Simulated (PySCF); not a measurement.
B3LYP has the VWN-RPA correlation part, as in Gaussian. 

Cartesian coordinates (Å):
```xyz
14

Si    -0.5835     1.8927    -0.9936
Si     0.2330    -0.2623    -0.5684
Si    -1.4939    -1.6169     0.2526
Si     1.9715    -0.1566     0.9994
H      0.4925     2.7712    -1.5141
H     -1.6871     1.8527    -1.9839
H     -1.1014     2.4765     0.2679
H      0.7522    -0.8467    -1.8349
H     -1.0017    -2.9883     0.5309
H     -2.0125    -1.0356     1.5150
H     -2.6086    -1.6993    -0.7227
H      1.4555     0.4257     2.2624
H      3.0783     0.6971     0.5029
H      2.5057    -1.5102     1.2867
```
Charge 0, multiplicity 1.

Problem. Give the HOMO–LUMO gap, dipole moment and LUMO at the level B3LYP-D3(BJ)/def2-TZVP (PySCF).

Solution. 
| Quantity | Result |
|---|---|
| HOMO–LUMO gap | 7.40 eV |
| dipole moment | 0.17 D |
| LUMO | -0.41 eV |
